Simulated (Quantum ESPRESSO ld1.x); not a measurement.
The numbers below are computed, except where a source is named.
Question: The mean radii <r> (bohr) of the occupied orbitals of an atom or ion are listed with their occupations. Code: ld1.x of Quantum ESPRESSO 7.5. Model: scalar-relativistic Kohn-Sham, revPBE, spin-unpolarised, spherical densities, point nucleus.

| orbital | occ. | <r> |
|---|---|---|
| 1s | 2 | 0.05030 |
| 2s | 2 | 0.2261 |
| 2p | 6 | 0.1983 |
| 3s | 2 | 0.6813 |
| 3p | 6 | 0.7137 |
| 3d | 10 | 0.8962 |
| 4s | 1 | 2.410 |
| 4f | 1 | 17.21 |

Name the element and its charge.

Answer: Z = 30, zinc, charge 0: Zn in [Ar] 3d10 4s1 4f1. The 1s radius gives Z: for a bare nucleus <r> = (2 gamma + 1)/(2Z) with gamma = sqrt(1 - (Z/c)^2), 0.04919 bohr for Z = 30, and screening makes it slightly larger (0.05030 here). The occupations add up to 30, and the charge is Z minus that.
